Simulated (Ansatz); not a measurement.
Cu₃H₄⁺. Total charge 1; triplet. Geometry PBE-D4/def2-SVP, that of the neutral doublet; atoms count from 1.

```xyz
7

Cu   -0.9077   -0.6958    1.0301
Cu    1.2060    0.2044    1.0455
Cu    0.0012    0.3057   -1.0403
H    -1.4028   -0.4574   -0.4939
H    -0.7781    0.3780   -2.3712
H     1.5899    0.7919   -0.3954
H     0.2915   -0.5268    2.2252
```

At PBE0-D4/def2-TZVP a singlet of charge 1 lies 0.41 eV below the triplet at the same geometry. The structure comes from a short search, and lower isomers may exist.

(1) Estimate the Mulliken populations from the PBE0/def2-TZVP orbitals of Ansatz.

(2) Where does the spin sit?

(3) And the Mayer bond orders between bonded heavy atoms (over 0.3)?

Answers

(1) 
```
atom  charge (e)  spin (α − β)  d electrons
 Cu1        0.10          0.41         9.63
 Cu2        0.03          0.36         9.65
 Cu3       -0.12          0.40         9.70
  H4        0.25          0.14            –
  H5        0.25          0.47            –
  H6        0.26          0.18            –
  H7        0.24          0.04            –
```
Mulliken values and Mayer orders depend strongly on the basis.

(2) Summed by element: Cu 1.17, H 0.83, of 2 unpaired in all. Largest on single atoms: H5 0.47, Cu1 0.41, Cu3 0.40.

(3) Cu1–Cu2 0.82 (2.30 Å); Cu1–Cu3 0.45 (2.47 Å); Cu2–Cu3 0.41 (2.41 Å).
